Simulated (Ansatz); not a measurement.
Basis-set extrapolation for `C=CBB(C)S` (PBE0-D4/def2-TZVP geometry, frozen core, Ansatz 0.2.0). Multiplicity 1, RHF reference.

```json
{"": "HF", "def2-TZVPP": "-565.234586", "def2-QZVPP": "-565.253168"}
{"": "MP2 correlation", "def2-TZVPP": "-0.867601", "def2-QZVPP": "-0.926821"}
{"": "CCSD(T) correlation", "def2-TZVPP": "-0.976898", "def2-QZVPP": "not run"}
```

Energies in hartree. Use E(X) = E(∞) + A·exp(−7.88·√X) for Hartree–Fock and E(X) = E(∞) + B·X^(−2.97) for correlation, with X = 3 and 4, and add CCSD(T) minus MP2 of the smaller set to the MP2 limit.

Problem. What is the CCSD(T) energy at the basis-set limit?

Solution. HF limit: -565.253168 + (-0.018582) × 0.13774 = -565.25573. MP2 limit: -0.926821 + (-0.059220) × 0.74074 = -0.97069. Higher-order term: -0.976898 − (-0.867601) = -0.10930. Total: -566.33572 hartree, 78.0 kcal/mol below CCSD(T)/def2-TZVPP.
